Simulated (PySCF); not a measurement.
Cu: ionisation energy

Cu [Ar] 3d10 4s1 (2S) → Cu⁺ [Ar] 3d10 (1S), as a difference of total energies. Computed with PySCF 2.14 in def2-TZVP (6s4p4d1f, 45 functions), with no relativity, point nucleus. Correlated levels: valence: [Ar] frozen. The calculations carry no spin-orbit coupling.

```tsv
method	ionisation energy (eV)	difference from reference (eV)
UHF	6.442	-1.284
PBE0	7.771	+0.045
TPSS	7.952	+0.226
MP2 (valence)	7.161	-0.565
SCS-MP2 (valence)	7.044	-0.682
CCSD (valence)	7.055	-0.671
CCSD(T) (valence)	7.157	-0.569
```

Reference: 7.726 eV (measured; NIST Atomic Spectra Database, ionization energies).

These non-relativistic numbers lack the scalar-relativistic shift.

Errors of the correlated levels include the incompleteness of this basis and the frozen core.
